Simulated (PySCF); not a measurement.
A side-by-side comparison of computed properties.

First species: C9H11P.
SMILES with atom numbers: `[CH3:1][c:2]1[cH:3][p:4][cH:5][c:6]([CH:7]2[CH2:8][CH2:9]2)[cH:10]1` (hydrogens: H11, H12, H13 on C1; H14 on C3; H15 on C5; H16 on C7; H17, H18 on C8; H19, H20 on C9; H21 on C10)

Structure used (GFN2-xTB), in Å, numbered top down from 1:
```xyz
21
C9H11P angstrom
C     -3.1709   -1.1408    0.1632
C     -2.0069   -0.2833   -0.2453
C     -2.2181    0.7361   -1.1576
P     -1.0072    1.8097   -1.7671
C      0.3838    1.2189   -0.9268
C      0.4049    0.1621   -0.0306
C      1.6677   -0.2482    0.6277
C      2.7112    0.7641    1.0255
C      2.9885   -0.1804   -0.0946
C     -0.7516   -0.5479    0.2848
H     -3.3456   -1.9100   -0.5899
H     -2.9801   -1.6342    1.1133
H     -4.0782   -0.5465    0.2499
H     -3.2242    0.8858   -1.5313
H      1.3079    1.7418   -1.1386
H      1.5418   -1.0865    1.3038
H      3.2234    0.6174    1.9644
H      2.5238    1.8013    0.7931
H      3.6936   -0.9815    0.0675
H      2.9930    0.2012   -1.1041
H     -0.6657   -1.3624    0.9924
```

Second species: C7H13O2P.
SMILES with atom numbers: `[CH3:1][C:2]#[C:3][P@:4](=[O:5])([OH:6])[CH2:7][CH2:8][CH2:9][CH3:10]` (hydrogens: H11, H12, H13 on C1; H14 on O6; H15, H16 on C7; H17, H18 on C8; H19, H20 on C9; H21, H22, H23 on C10)

Levels: PBE0/pcSseg-1 for dipole moment, HOMO energy, LUMO energy and HOMO–LUMO gap; GFN2-xTB for rotational constant A and rotational constant C. Geometries: GFN2-xTB. All species are isolated and taken at one optimised geometry, non-relativistic unless stated; the electronic structure was computed with PySCF and density fitting.

Dipoles, sizes and rotational constants follow the conformer. The torsions of the flexible species, by atom-mapped SMILES:
- `[CH3:1][c:2]1[cH:3][p:4][cH:5][c:6]([CH:7]2[CH2:8][CH2:9]2)[cH:10]1`: C5–C6–C7–C8 35°
- `[CH3:1][C:2]#[C:3][P@:4](=[O:5])([OH:6])[CH2:7][CH2:8][CH2:9][CH3:10]`: C3–P4–C7–C8 172°, P4–C7–C8–C9 70°, C7–C8–C9–C10 -179°, H–O6–P4–C3 112°

Which has the higher HOMO energy?

The first: -6.84 eV against -7.82 eV, a difference of 0.98 eV.

Which has the higher LUMO energy?

The second: 0.04 eV against -1.27 eV, a difference of 1.31 eV.

Which of the two has the higher rotational constant C, and by how much?

The first: 0.597 GHz against 0.471 GHz, a difference of 0.126 GHz.

Which of the two has the higher rotational constant A, and by how much?

The second: 2.640 GHz against 1.982 GHz, a difference of 0.658 GHz.

Which has the higher HOMO–LUMO gap?

The second: 7.86 eV against 5.57 eV, a difference of 2.29 eV.

Which has the higher dipole moment?

The second: 3.28 D against 2.25 D, a difference of 1.03 D.

On the first: In atomic units the dipole is 0.88 e·bohr (1 au = 2.5417 D). GFN2-xTB frequencies show an imaginary mode (26i cm⁻¹), so this geometry is no minimum at that level.

On the second: The dipole matches unit charges of opposite sign 0.68 Å apart (1 e·Å = 4.8032 D). GFN2-xTB frequencies show an imaginary mode (33i cm⁻¹), so this geometry is no minimum at that level.
